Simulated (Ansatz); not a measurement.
Geometry optimisation, RKS PBE0/def2-mTZVP (Ansatz).

The input (input.yaml):

```yaml
crystal:
  periodic: [false, false, false]
  atoms:
    - { symbol: Ge, position_ang: [0.0, 0.0, 0.0] }
    - { symbol: H, position_ang: [0.0, 0.0, 1.9] }
    - { symbol: H, position_ang: [1.4616, 0.0, -0.5162] }
    - { symbol: H, position_ang: [-0.73, 1.2648, -0.5162] }
    - { symbol: H, position_ang: [-0.73, -1.2648, -0.5162] }
    - { symbol: "N", position_ang: [-2.0973, 0.0, 0.6969] }
    - { symbol: H, position_ang: [-2.8173, -0.6071, 0.2106] }
    - { symbol: C, position_ang: [-2.4937, 0.842, 1.8348] }
    - { symbol: H, position_ang: [-3.0014, 0.2171, 2.5989] }
    - { symbol: H, position_ang: [-1.5918, 1.3108, 2.2808] }
    - { symbol: H, position_ang: [-3.1876, 1.6347, 1.4852] }
    - { symbol: H, position_ang: [-1.0245, 0.0, 1.831] }
basis:
  gaussian: { orbitals: def2-mTZVP }
hamiltonian:
  xc: pbe0
relax:
  f_tol: 0.15
  max_steps: 25
  restrain:
    - { distance: [0, 5], at: 3.11, k: 30.0 }
    - { distance: [11, 1], at: 1.86, k: 30.0 }
    - { distance: [0, 1], at: 1.55, k: 30.0 }
    - { distance: [11, 5], at: 1.06, k: 30.0 }
```

Command:

```bash
$ ansatz run input.yaml --threads 2 --pin off --max-ram 3072MiB --backend cpu --events-out ev --progress --plain --runs-dir out
```

Question: Where does it end, and by what steps?

Answer: The run converged. The restraints hold the end off the free minimum. After 9 steps the energy has fallen by 5.204 eV (the restraints' own energy left out); H12 moved furthest, 0.84 Å. Joined: N6–H12 (1.56 → 1.04 Å).

```json
{"step": "0", "energy less start (eV)": "0.0000", "largest force component (eV/Å)": "2.388", "accepted": "yes"}
{"step": "1", "energy less start (eV)": "-0.3003", "largest force component (eV/Å)": "3.735", "accepted": "yes"}
{"step": "2", "energy less start (eV)": "-1.0155", "largest force component (eV/Å)": "5.367", "accepted": "yes"}
{"step": "3", "energy less start (eV)": "-2.3034", "largest force component (eV/Å)": "5.263", "accepted": "yes"}
{"step": "4", "energy less start (eV)": "-3.7939", "largest force component (eV/Å)": "3.699", "accepted": "yes"}
{"step": "5", "energy less start (eV)": "-4.5627", "largest force component (eV/Å)": "3.171", "accepted": "yes"}
{"step": "6", "energy less start (eV)": "-4.8668", "largest force component (eV/Å)": "2.006", "accepted": "yes"}
{"step": "7", "energy less start (eV)": "-5.0866", "largest force component (eV/Å)": "1.324", "accepted": "yes"}
{"step": "8", "energy less start (eV)": "-5.1096", "largest force component (eV/Å)": "2.225", "accepted": "yes"}
{"step": "9", "energy less start (eV)": "-5.2041", "largest force component (eV/Å)": "0.997", "accepted": "yes"}
```

```xyz
12
Properties=species:S:1:pos:R:3
Ge 0.461 -0.005 -0.242
H 0.249 -0.247 1.270
H 1.976 -0.045 -0.531
H -0.092 1.360 -0.659
H -0.218 -1.137 -1.024
N -2.332 -0.045 1.128
H -3.074 -0.690 0.874
C -2.815 0.973 2.047
H -3.321 0.589 2.943
H -1.967 1.583 2.375
H -3.510 1.643 1.535
H -1.567 -0.582 1.575
```

Run time: 29 s on 2 threads of Arm Neoverse V1 (shared host), peak memory 0.21 GiB.
